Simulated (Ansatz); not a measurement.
Reaction (formal exchange of groups at a B–C bond): `C[B]1[O][AlH]1` + `C[SiH3]` → `C[SiH2][B]1[O][AlH]1` + CH₄

Gas-phase electronic energies from Ansatz, PBE0-D4/def2-TZVP geometries. CCSD(T)/CBS adds triple-zeta CCSD(T) − MP2 to the extrapolated MP2 energy (def2 sets, frozen cores). This one scheme is used for every species. Each species was taken in one conformer, which may not be the lowest.

```tsv
level	ΔE (kcal/mol)
CCSD/def2-TZVPP	4.5
SCS-MP2/def2-QZVPP	4.9
```

(1) What does CCSD(T)/CBS give? (Best estimate.)

Largest T1 diagnostic among the species: 0.016.

Results:

(1) Computed: +3.7 kcal/mol. The listed levels differ from it by 0.8, 1.2 kcal/mol.

The D4 term adds −0.8 kcal/mol with B3LYP and −0.5 kcal/mol with PBE0; it sums over pairs of atoms, weighted by their polarisabilities, and B3LYP, whose exchange is more repulsive, gets the larger term. From PBE to PBE0 (25 % exact exchange), in def2-TZVPP and without D4, ΔE moves by +1.2 kcal/mol. In def2-TZVPP, CCSD(T) changes the Hartree–Fock value by −3.3 kcal/mol (the triples alone add −0.8 kcal/mol) and MP2 by −2.2 kcal/mol.

B3LYP here is the variant with VWN-RPA as its local correlation; programs differ in this.
